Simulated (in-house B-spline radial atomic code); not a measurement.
How numerical settings move a run on the argon ion Ar⁶⁺, [Ne] 3s2. Computed with a B-spline radial code for spherical atoms: scalar-relativistic (X2C) B3LYP, spin-polarised, spherical fractional occupations, Fermi nucleus of rms radius 3.4274 fm.

Command:
```bash
python run_scf.py task.json out
```
Settings of the sound reference run:
```
Z                18
electrons        12
configuration    [Ne] 3s2
hamiltonian      x2c
method           b3lyp
spin_polarised   True
nucleus          fermi
rms_radius       3.4274
mass_number      40
atomic_mass      39.96238
speed_of_light   137.036
knot_spacing     0.22
spline_order     8
gauss_points     12
box_radius       8.96
max_iterations   70
damping          0.5
damped_steps     3
diis_vectors     10
tolerance        1e-08
start            Thomas-Fermi
```

Cost of the run: 0.26 s on 1 thread of Arm Neoverse V1 (shared host).

It converges in 8 iterations to -518.017224 hartree, with 3s up at -117.747 eV. The other runs change the listed settings, some to values that make no sense; their results aren't properties of the atom or ion. Radii are in bohr (the nuclear one in fm), a minus after a letter asks for a j subshell, and «unchanged» means within 1e-8 hartree. The run stops when the residual is below 10 × tolerance × max(1, Z/10), or a noise floor if that is larger, and the energy moves by less than 1e-8 × √|E| hartree; so very loose and very tight tolerances often act alike.

| changed settings | outcome |
| --- | --- |
| electrons = 20, configuration = [Ne] 3s2 5s2 5p6, max_iterations = 75 | converged in 11 iterations to -521.2338 hartree, a different physical problem (warning: 5s up has a positive eigenvalue: unbound, held by the box) |
| box_radius = 17.92 | converged in 8 iterations, energy +9.88e-08 hartree from the reference, 3s up level +1.7e-06 eV |
| damped_steps = 8 | converged in 12 iterations, energy unchanged, 3s up level +6.6e-07 eV |
| spline_order = 5, box_radius = 17.92, max_iterations = 50, diis_vectors = 20, start = bare nucleus | converged in 8 iterations, energy +4.46e-06 hartree from the reference, 3s up level +1.4e-05 eV |
| damped_steps = 0 | converged in 6 iterations, energy unchanged, 3s up level +3.3e-07 eV |
| hamiltonian = dirac, method = tpss,tpss, spin_polarised = False | stopped with error: meta-GGAs are not served with the Dirac Hamiltonian |
| damped_steps = 30 | converged in 19 iterations, energy unchanged, 3s up level +5.9e-07 eV |
| start = bare nucleus | converged in 8 iterations, energy unchanged |
| knot_spacing = 1.4, gauss_points = 4, max_iterations = 100, damping = 0.95 | converged in 9 iterations, energy -2.10e-01 hartree from the reference, 3s up level +7.4e-01 eV (the program warns: 2s up reaches the box edge; 2s down reaches the box edge) |
| max_iterations = 3, diis_vectors = 0 | not converged after 3 iterations, last residual 9.2e-02, last energy +6.65e-02 hartree from the reference |
| box_radius = 1.79 | converged in 8 iterations, energy +1.19e+00 hartree from the reference, 3s up level +1.9e+01 eV (the program warns: 3s up reaches the box edge; 2s up reaches the box edge) |
| gauss_points = 4, max_iterations = 60, damping = 0.95, damped_steps = 1, start = bare nucleus | converged in 7 iterations, energy unchanged, 3s up level +2.0e-06 eV |
| gauss_points = 5, box_radius = 0.36, first_knot = 5.56e-06, max_iterations = 60, start = bare nucleus | converged in 7 iterations, energy +6.73e+02 hartree from the reference, 3s up level +5.9e+03 eV (the program warns: 3s up has a positive eigenvalue: unbound, held by the box; 2s up has a positive eigenvalue: unbound, held by the box) |
| box_radius = 1.34 | converged in 8 iterations, energy +5.65e+00 hartree from the reference, 3s up level +8.4e+01 eV (the program warns: 3s up reaches the box edge; 2s up reaches the box edge) |

(1) What happens with box_radius = 0.9?

(2) What happens with box_radius = 4.48?

(3) What happens with box_radius = 2.69?

(4) What happens with box_radius = 35.84?

Results:

(1) Converged in 7 iterations, energy +3.15e+01 hartree from the reference, 3s up level +4.1e+02 eV (the program warns: 3s up has a positive eigenvalue: unbound, held by the box; 3s down has a positive eigenvalue: unbound, held by the box).

(2) Converged in 8 iterations, energy +1.50e-05 hartree from the reference, 3s up level +5.5e-04 eV (the program warns: 3s up reaches the box edge; 3s down reaches the box edge).

(3) Converged in 8 iterations, energy +4.42e-02 hartree from the reference, 3s up level +9.5e-01 eV (the program warns: 3s up reaches the box edge; 3s down reaches the box edge).

(4) Converged in 8 iterations, energy +1.93e-07 hartree from the reference, 3s up level +2.4e-06 eV.
